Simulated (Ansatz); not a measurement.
Process, species as SMILES: O=[SiH] (O-SiH) → O=[SiH-] (an electron is taken up)
B3LYP-D3(BJ)/def2-TZVP geometries, fixed; electronic energies without zero-point terms; positive where energy is released.
Largest species:
```xyz
3

Si    -0.0147    -0.5041    -0.0112
O     -0.1485     1.0191     0.0164
H      1.3936    -1.0954     0.0249
```
Charge 0, spin multiplicity 2.

Effect of a fitting basis named in the input at HF/def2-TZVPP with Ansatz (a quantum-chemistry and plane-wave program), against the last row, where the adiabatic electron affinity is 0.92 eV. A restricted Hartree-Fock determinant is unstable towards unrestricted orbitals. Open shells are unrestricted. The default fits or decomposes integrals by the program's own choice; accuracy: high also tightens integrals, grids and stops.

```
setting                        largest shift of a total energy (mEh)  shift of the adiabatic electron affinity (eV)
-----------------------------  -------------------------------------  ---------------------------------------------
fitting: def2-SV(P)-JKFIT                                      0.034                                          0.000
fitting: def2-universal-JKFIT                                  0.034                                          0.000
fitting: cc-pVTZ-JKFIT                                         0.191                                          0.001
fitting: cc-pVQZ-JKFIT                                         0.128                                          0.001
fitting: cc-pV5Z-JKFIT                                         0.093                                          0.000
accuracy: high                                                -0.007                                          0.000
accuracy: medium (default)                                     0.000                                          0.000
```

Within 0.002 eV in the adiabatic electron affinity: fitting: def2-SV(P)-JKFIT; fitting: def2-universal-JKFIT; fitting: cc-pVTZ-JKFIT; fitting: cc-pVQZ-JKFIT; fitting: cc-pV5Z-JKFIT; accuracy: high. The largest shift is 0.191 mEh in a total energy and 0.001 eV in the difference.
